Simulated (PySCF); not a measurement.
Structure problem from calculated spectra and properties.

Elements present: C, F, H and N. Monoisotopic mass: 153.0954 u.

* Rotational structure: rotational constants A, B, C: 1.780, 1.058, 0.925 GHz [GFN2-xTB]
* 13C NMR: chemical shifts (computed TMS as zero) by class: 127.1 (1 C), 92.0 (1 C), 38.5 (1 C), 35.7 (1 C), 33.5 (1 C), 26.7 (1 C), 25.1 (1 C), 23.8 (1 C), 22.9 (1 C) ppm [GIAO PBE0/pcSseg-1]
* Dipole: 5.99 D [PBE0/pcSseg-1]
* 1H NMR: chemical shifts (computed TMS as zero) by class: 4.95 (1 H), 2.37 (1 H), 2.15 (1 H), 2.03 (1 H), 2.00 (1 H), 1.94 (1 H), 1.81 (1 H), 1.68 (1 H), 1.61 (1 H), 1.39 (1 H), 1.37 (1 H), 1.24 (1 H) ppm [GIAO PBE0/pcSseg-1]
* NMR, other nuclei: isotropic shieldings of nuclei other than C and H, by class: -30 (1 N), 359 (1 F) ppm [GIAO PBE0/pcSseg-1]

The electronic properties come from PySCF, for the isolated species, density fitting. Levels stand in brackets. Isolated species at its GFN2-xTB geometry, gas phase. Each NMR value is the plain mean over a class of atoms that symmetry, rotation or inversion makes alike.

Question: Which formula fits the mass and the elements?

Answer: C9H12FN (calculated 153.0954). No other formula that holds each of these elements comes within 0.0003 u with a fitting electron parity and a possible valence count.

Question: Give a SMILES that accounts for the data.

Answer: Numbering: `[N:1]#[C:2][C@@H:3]1[CH2:4][C@H:5]2[CH2:6][CH2:7][C@@H:8]1[C@@H:9]([F:10])[CH2:11]2`. Its formula, C9H12FN, gives 4 degrees of unsaturation: 2 rings and 2 π bonds in the structure found. 9 carbons fall into 9 classes; from least to most shielded: nitrile carbon [C2] (127.1 ppm), sp3 C–F carbon [C9] (92.0 ppm), ring CH2 carbon [C11] (38.5 ppm), sp3 carbon at a ring junction [C8] (35.7 ppm), ring CH2 carbon [C4] (33.5 ppm), sp3 carbon at a ring junction [C5] (26.7 ppm), ring CH2 carbon [C6] (25.1 ppm), ring CH2 carbon [C7] (23.8 ppm), sp3 carbon next to a nitrile [C3] (22.9 ppm). Hydrogen classes from least to most shielded: 1 H on an sp3 C–F carbon, C9 (4.95 ppm), 1 H on an sp3 carbon next to a nitrile, C3 (2.37 ppm), 1 H on an sp3 carbon at a ring junction, C8 (2.15 ppm), 1 H on a ring CH2 carbon, C4 (2.03 ppm), 1 H on a ring CH2 carbon, C11 (2.00 ppm), 1 H on a ring CH2 carbon, C4 (1.94 ppm), 1 H on a ring CH2 carbon, C11 (1.81 ppm), 1 H on an sp3 carbon at a ring junction, C5 (1.68 ppm), 1 H on a ring CH2 carbon, C7 (1.61 ppm), 1 H on a ring CH2 carbon, C6 (1.39 ppm), 1 H on a ring CH2 carbon, C6 (1.37 ppm), 1 H on a ring CH2 carbon, C7 (1.24 ppm). The other shieldings belong to: -30 ppm, nitrile nitrogen [N1]; 359 ppm, alkyl fluorine [F10]. The optimised geometry has point group C1 and is an asymmetric top. Structure: `N#C[C@@H]1C[C@H]2CC[C@@H]1[C@@H](F)C2`. Computed isomers that give other values at the same levels: `N#C[C@@H]1CCC[C@]12C[C@H](F)C2` (13C chemical shifts (computed TMS as zero) by class: 125.7 (1 C), 84.4 (1 C), 48.8 (1 C), 44.9 (1 C), 42.8 (1 C), 41.7 (1 C), 40.2 (1 C), 34.0 (1 C), 26.7 (1 C) ppm); `N#C[C@H]1[C@@H]2CC[C@H]1C[C@@H](F)C2` (13C chemical shifts (computed TMS as zero) by class: 125.7 (1 C), 90.6 (1 C), 41.0 (2 C), 38.8 (2 C), 36.1 (1 C), 30.7 (2 C) ppm); `CCN(C)c1cccc(F)c1` (13C chemical shifts (computed TMS as zero) by class: 175.0 (1 C), 152.5 (1 C), 135.9 (1 C), 108.9 (1 C), 107.1 (1 C), 102.2 (1 C), 49.8 (1 C), 40.2 (1 C), 11.5 (1 C) ppm). The assignments are read from this structure; whether some other isomer fits the data as well wasn't checked. The mirror image fits equally.
